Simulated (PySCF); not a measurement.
A side-by-side comparison of computed properties.

First species: C8H17N.
Atom-mapped SMILES: `[CH3:1][C:2]([CH3:3])([CH3:4])[C@@H:5]1[CH2:6][CH2:7][C@@H:8]1[NH2:9]` (hydrogens: H10, H11, H12 on C1; H13, H14, H15 on C3; H16, H17, H18 on C4; H19 on C5; H20, H21 on C6; H22, H23 on C7; H24 on C8; H25, H26 on N9)

Geometry (GFN2-xTB, Å), atoms numbered from 1 in this order:
```xyz
26
C8H17N angstrom
C     -2.0130   -0.5174   -1.0715
C     -1.0735   -0.0561    0.0501
C     -1.6656    1.1703    0.7496
C     -0.9453   -1.1855    1.0736
C      0.2510    0.3630   -0.6030
C      1.1626   -0.6712   -1.2873
C      2.3860    0.1135   -0.7935
C      1.4765    0.8816    0.2002
N      1.5649    0.4741    1.5843
H     -2.1478    0.2682   -1.8122
H     -2.9892   -0.7752   -0.6669
H     -1.6069   -1.3935   -1.5722
H     -2.6141    0.9188    1.2187
H     -0.9791    1.5224    1.5146
H     -1.8369    1.9752    0.0379
H     -1.9382   -1.5137    1.3753
H     -0.4200   -0.8391    1.9567
H     -0.4252   -2.0447    0.6574
H      0.0016    1.1401   -1.3318
H      1.0982   -1.6604   -0.8396
H      1.0523   -0.7663   -2.3658
H      3.1819   -0.4756   -0.3374
H      2.8165    0.7557   -1.5588
H      1.5831    1.9696    0.1782
H      2.3771    0.9008    2.0175
H      1.6821   -0.5320    1.6390
```

Second species: C₅H₁₄SSi₂.
Atom-mapped SMILES: `[CH3:1][S:2]/[CH:3]=[CH:4]/[C@@H:5]([CH3:6])[SiH2:7][SiH3:8]` (hydrogens: H9, H10, H11 on C1; H12 on C3; H13 on C4; H14 on C5; H15, H16, H17 on C6; H18, H19 on Si7; H20, H21, H22 on Si8)

Levels: PBE0/pcSseg-1 for dipole moment, HOMO energy, LUMO energy and HOMO–LUMO gap; GFN2-xTB for rotational constant A and rotational constant C. Geometries: GFN2-xTB. Each structure is a single optimised conformer of the isolated species, non-relativistic unless stated. Electronic properties by PySCF.

The conformers computed, where there is a choice (atom-mapped SMILES and torsion angles):
- `[CH3:1][C:2]([CH3:3])([CH3:4])[C@@H:5]1[CH2:6][CH2:7][C@@H:8]1[NH2:9]`: C1–C2–C5–C6 -67°, H–N9–C8–C7 81°, H–N9–C8–C7 -37°
- `[CH3:1][S:2]/[CH:3]=[CH:4]/[C@@H:5]([CH3:6])[SiH2:7][SiH3:8]`: C1–S2–C3–C4 177°, C3–C4–C5–C6 139°, C4–C5–Si7–Si8 53°

Values for the first species:

| Property | Result |
| --- | --- |
| Dipole moment | 1.33 D |
| HOMO energy | -6.56 eV |
| LUMO energy | 1.17 eV |
| HOMO–LUMO gap | 7.73 eV |
| Rotational constant A | 2.343 GHz |
| Rotational constant C | 1.095 GHz |

Task: Estimate the same properties for the second species, and the change in each.

Result: 
| property | first | second | second less first |
| --- | --- | --- | --- |
| dipole moment | 1.33 D | 1.54 D | +0.21 D |
| HOMO energy | -6.56 eV | -5.85 eV | +0.71 eV |
| LUMO energy | 1.17 eV | -0.16 eV | -1.33 eV |
| HOMO–LUMO gap | 7.73 eV | 5.69 eV | -2.04 eV |
| rotational constant A | 2.343 GHz | 1.418 GHz | -0.925 GHz |
| rotational constant C | 1.095 GHz | 0.471 GHz | -0.624 GHz |

On the first: The dipole equals about 4.4 × 10⁻³⁰ C·m (1 D = 3.33564 × 10⁻³⁰ C·m). A dipole of 1.33 D is allowed in C1, and pure rotational transitions are dipole-allowed.

On the second: The dipole matches unit charges of opposite sign 0.32 Å apart (1 e·Å = 4.8032 D).
